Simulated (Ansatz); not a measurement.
Ansatz (a quantum-chemistry and plane-wave program) was given this input:
Ansatz 0.2 input:
```yaml
crystal:
  periodic: [false, false, false]
  atoms:
    - {symbol: Si, position_ang: [0.00000000, 0.00000000, 0.00000000]}
basis:
  gaussian:
    orbitals: aug-cc-pVDZ
hamiltonian:
  xc: {name: SVWN5}
magnetization: {spin_polarized: true, initial_magnetization: 2}
```

Question: What does this run give for the total energy, number of basis functions?

Answer: 
| Quantity | Value |
|---|---|
| total energy | -288.2027 Eh |
| number of basis functions | 27 |
